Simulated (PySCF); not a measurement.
**Two-component Hartree-Fock for Tb⁴⁺ (terbium, charge +4)**

Start: [Xe] 4f7; 4f5/2 filled at m_j = -5/2, -3/2, -1/2, +1/2, +3/2, +5/2; 4f7/2 filled at m_j = +7/2. Calculated with PySCF 2.14 in x2c-TZVPPall-2c: generalised Hartree-Fock with the X2C-1e Hamiltonian and a Gaussian nucleus; one run each with spin-orbit coupling (SO) switched off, then screened by Boettger's factors.

| spinor shell | electrons | ε, spin-free (eV) | ε, screened SO (eV) | weight of nominal j (screened SO) | rms radius, screened SO (bohr) |
| --- | --- | --- | --- | --- | --- |
| 1s1/2 | 2 | -52309.7 | -52299.4 | 1.000 | 0.0245 |
| 2s1/2 | 2 | -8839.8 | -8836.7 | 1.000 | 0.0989 |
| 2p1/2 | 2 | -7856.1 | -8382.9 | 1.000 | 0.0847 |
| 2p3/2 | 4 | -7856.1 | -7631.7 | 1.000 | 0.0912 |
| 3s1/2 | 2 | -2056.3 | -2055.3 | 1.000 | 0.255 |
| 3p1/2 | 2 | -1746.8 | -1857.7 | 1.000 | 0.246 |
| 3p3/2 | 4 | -1746.8 | -1699.0 | 1.000 | 0.260 |
| 3d3/2 | 4 | -1341.8 | -1362.3 | 0.994 | 0.232 |
| 3d5/2 | 6 | -1341.8 | -1327.3 | 0.996 | 0.236 |
| 4s1/2 | 2 | -475.36 | -475.08 | 1.000 | 0.574 |
| 4p1/2 | 2 | -370.41 | -397.00 | 0.967 | 0.590 |
| 4p3/2 | 4 | -370.41 | -358.77 | 0.983 | 0.618 |
| 4d3/2 | 4 | -222.69 | -229.27 | 0.725 | 0.664 |
| 4d5/2 | 6 | -222.69 | -218.10 | 0.817 | 0.670 |
| 5s1/2 | 2 | -104.66 | -104.62 | 1.000 | 1.37 |
| 5p1/2 | 2 | -74.876 | -79.213 | 0.935 | 1.49 |
| 5p3/2 | 4 | -74.876 | -72.966 | 0.968 | 1.58 |
| 4f5/2 | 6 | -70.483 | -70.459 | 0.557 | 0.837 |
| 4f7/2 | 1 | -70.483 | -69.918 | 1.000 | 0.842 |

```csv
quantity,spin-free,screened SO
E (hartree),-11698.12789,-11706.22634
M_J,7/2,7/2
⟨J²⟩,15.755,15.755
⟨L²⟩,0.000,0.118
⟨S²⟩,15.755,15.646
```

Each row is a mean over spinors that exchange with the open shell spreads, by up to 20.728 eV (4d5/2).

Rows whose weight is well below 1 are mixtures of j = l ± 1/2: exchange outweighs spin-orbit coupling there, and the label is only the starting occupation.

Breit and QED terms are absent; they matter most for the inner s and p1/2 levels.

Densities and radii are taken from the X2C orbitals without a picture-change correction, which distorts them close to the nucleus.

Without spin-orbit coupling the j labels of p, d and f shells carry no meaning; the spin-free column gives the mean over the occupied spinors of each nl shell.
